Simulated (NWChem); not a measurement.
System: CH$_{3}$FO$_{3}$Si; SMILES O=CO[Si@@H](O)F

```xyz
9

O     -0.3797    -1.8810     0.8489
C      0.6352    -1.6979     0.2304
O      0.9359    -0.5894    -0.4360
Si    -0.0687     0.7885    -0.4890
O     -1.6225     0.3580    -0.2719
F      0.4787     1.7368     0.6922
H      1.4449    -2.4505     0.1446
H      0.1557     1.4538    -1.7769
H     -1.7095    -0.4166     0.3090
```
Atoms are numbered in this order, from 1.

Computed with NWChem. Pople sets run with spherical d functions. The geometry was optimised at PBE0/def2-SVP. Level: M05-2X/6-31G* with SMD (1 M gas to 1 M solution), gas-phase geometry. Reactions with the solvent are ignored.

| solvent | dielectric constant | solvation free energy (kcal/mol) | cavity-dispersion-structure term (kcal/mol) | dipole in solution (D) |
|---|---|---|---|---|
| water | 78.4 | ? | ? | ? |
| diethyl ether | 4.24 | -4.3 | -1.1 | 2.40 |
| benzene | 2.27 | -2.9 | -0.6 | 2.29 |
| toluene | 2.37 | -2.8 | -0.4 | 2.30 |
| cyclohexane | 2.02 | -2.0 | 0.1 | 2.27 |

Task: What belongs in the gaps?

Result: 
- water, solvation free energy (kcal/mol): -3.8
- water, cavity-dispersion-structure term (kcal/mol): 4.8
- water, dipole in solution (D): 2.62
